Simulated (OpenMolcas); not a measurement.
# Pr2+: effect of the IPEA shift

* Program: OpenMolcas 26.06
* Basis: ANO-RCC-VTZP [8s7p5d3f2g1h]
* Scalar Hamiltonian: DKH2, point nucleus
* Active space: 3 electrons in 7 orbitals (4f)
* State averaging: 2S+1 = 4 odd, 35 roots; 2S+1 = 2 odd, 112 roots (105 in the spin-orbit step)
* Spin-orbit coupling: RASSI with atomic mean-field integrals over the reference wave functions, term energies averaged over their components

Methods on the same reference wave functions:
A. CASSCF
B. MS-CASPT2, IPEA 0 Eh, imaginary shift 0.1 Eh (closed shells correlated: 5s 5p)
C. MS-CASPT2, IPEA 0.25 Eh, imaginary shift 0.1 Eh (closed shells correlated: 5s 5p)

Energies in cm-1 above 4f3 4I* 9/2, the measured ground level; measured values from Martin, Zalubas and Hagan, Atomic Energy Levels: The Rare-Earth Elements, NSRDS-NBS 60 (1978); the list in Maison, Palmeri and Quinet, J. Phys. B 58, 015001 (2025).

```json
{"Level": "4f3 4I* 9/2", "A": "0.0", "B": "0.0", "C": "0.0", "Measured": "0.0"}
{"Level": "4f3 4I* 11/2", "A": "1466", "B": "1533", "C": "1516", "Measured": "1398"}
{"Level": "4f3 4I* 13/2", "A": "3074", "B": "3170", "C": "3140", "Measured": "2893"}
{"Level": "4f3 4I* 15/2", "A": "4790", "B": "4860", "C": "4840", "Measured": "4454"}
{"Level": "4f3 4F* 3/2", "A": "13510", "B": "11650", "C": "11320", "Measured": "9371"}
{"Level": "4f3 2H* 9/2(1)", "A": "13578", "B": "9750", "C": "10430", "Measured": "10033"}
{"Level": "4f3 4F* 5/2", "A": "14292", "B": "12500", "C": "12150", "Measured": "10138"}
{"Level": "4f3 4S* 3/2", "A": "15012", "B": "12680", "C": "13030", "Measured": "10950"}
{"Level": "4f3 4F* 7/2 [75 %]", "A": "15067", "B": "13040", "C": "12830", "Measured": "10859"}
{"Level": "4f3 4F* 9/2 [71 %]", "A": "15923", "B": "13730", "C": "13600", "Measured": "11762"}
{"Level": "4f3 2H* 11/2(1)", "A": "16020", "B": "12090", "C": "12840", "Measured": "12495"}
{"Level": "4f3 2G* 7/2(1) [73 %]", "A": "18601", "B": "14990", "C": "15250", "Measured": ""}
{"Level": "4f3 2K* 13/2", "A": "20425", "B": "16890", "C": "17210", "Measured": "16089"}
{"Level": "4f3 4G* 5/2", "A": "20537", "B": "18360", "C": "17860", "Measured": "14187"}
{"Level": "4f3 2G* 9/2(1) [64 %]", "A": "20674", "B": "17200", "C": "17440", "Measured": ""}
{"Level": "4f3 4G* 7/2", "A": "21640", "B": "19420", "C": "18940", "Measured": "15443"}
{"Level": "4f3 2K* 15/2", "A": "22071", "B": "18550", "C": "18870", "Measured": "17642"}
{"Level": "4f3 4G* 9/2", "A": "22821", "B": "20580", "C": "20110", "Measured": "15705"}
{"Level": "4f3 4G* 11/2", "A": "23944", "B": "21740", "C": "21260", "Measured": "17410"}
{"Level": "4f3 2P* 1/2", "A": "25333", "B": "20550", "C": "20220", "Measured": "18694"}
{"Level": "4f3 2D* 5/2(1)", "A": "25544", "B": "21150", "C": "21190", "Measured": "19046"}
{"Level": "4f3 2I* 11/2", "A": "32138", "B": "27110", "C": "27470", "Measured": "24358"}
{"Level": "4f3 2L* 15/2", "A": "32765", "B": "28510", "C": "28710", "Measured": ""}
{"Level": "4f3 2I* 13/2", "A": "33021", "B": "28070", "C": "28430", "Measured": "25392"}
```

Deviations, from unrounded energies. A percentage is the sum of absolute deviations over the sum of measured energies, with the sign that they share, or ± where signs differ.

| Against measurement | Levels | A | B | C |
| --- | --- | --- | --- | --- |
| mean absolute deviation (cm-1) | 20 | 4600 | 2000 | 1900 |
| fine structure of the ground term (%) | 3 | +6.7 | +9.3 | +8.6 |
| other terms of the ground configuration (%) | 17 | +35.2 | ±15.3 | +14.7 |

B, C lie about equally close to measurement and A furthest from it. The largest miss of C in the table is 4f3 4G* 9/2, by +4400 cm-1. The ranking rests on the paired levels alone, and a cruder setting can come out closer through cancelling errors.

Between B and C the level of the table that moves most is 4f3 2H* 11/2(1), by 750 cm-1 (lowest in B, highest in C). Moves below CASPT2's spread within the term are not significant.

The mean deviations of B to C differ by less than CASPT2's widest spread within a term (2700 cm-1), so their order carries little weight.

From A to B the spin-free energies of the other terms of 4f3 shown, above 4I*, scale by factors of 0.67 to 0.89.

The lowest spin-free term lies below A's lowest term by 0.323 hartree in B, 0.313 hartree in C.

Term energies are means over components that CASPT2 splits; among the terms shown or strongly mixed into the levels shown the widest spread is 2700 cm-1 (4f3 2L*, B). Over all roots computed the reference weight is 0.85 to 0.90 in B; the roots of lowest weight are the least certain, and an intruder state may touch them. High states are left out of the spin-orbit mixing, which shifts the levels that they would mix with. Some levels mix across a computed gap that differs much from the measured one, so their mixing is not that of the real levels. The CASPT2 spread within a term exceeds the gap to the next term for 4f3 4S* and 4f3 4F*, 4f3 4G* and 4f3 2P*, 4f3 2I* and 4f3 2L* and others, so the order of their levels is uncertain, and so are names and mixing where such terms share a J (figures for B; the like holds for C). Without dynamic correlation excited terms often stand tens of per cent too high (terms of higher spin than the ground term too low), and those without a measured partner can miss by more than the paired ones (holds for A). Blocks of more than 70 roots (2S+1 = 2 odd) ran without multistate coupling (holds for B; C). Some terms miss by over 15 % even with CASPT2, which points to a basis or an active space too small for the shells correlated (holds for B; C). Measured partners are found by configuration, term and J. A level has none where our copy of the source lacks it or the pairing is in doubt (some pairs that miss far off the trend of their configuration count as doubtful), and it then counts in no deviation. Only configurations of the active space appear. The table leaves out levels that lie high or whose names do not pair safely across all columns.

A share in square brackets marks a mixed level and gives the weight of the term that names it, the lowest over the columns. A number in round brackets counts repeated terms of one configuration in the order of the reference energies. * marks odd parity.
